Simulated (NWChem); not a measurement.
System: CH₄BeO; SMILES [Be]([CH3])[OH]

The following NWChem deck was run.

```
start job
memory heap 200 mb stack 900 mb global 1100 mb
geometry units angstroms noautoz
  Be    -0.003614     0.136743     0.014286
  C     -0.001041    -1.538907     0.002271
  H      0.080280    -1.963356     1.018051
  H      0.843916    -1.945409    -0.580371
  H     -0.922953    -1.952052    -0.442530
  O     -0.011419     1.538535     0.055150
  H      0.068253     2.408990    -0.316024
end
basis spherical
  Be library def2-svp
  C library def2-svp
  H library def2-svp
  O library def2-svp
end
dft
  xc n12
  iterations 150
  mulliken
end
task dft energy
```

Geometry: optimised at PBE0/def2-SVP.

Predict the main results of this run. (N12/def2-SVP.) Quantities: energy (Ha); highest occupied level (eV); orbital gap (eV); dipole (D).


```json
{
  "energy (Ha)": "-130.43",
  "highest occupied level (eV)": "-6.78",
  "orbital gap (eV)": "6.59",
  "dipole (D)": "1.32"
}
```
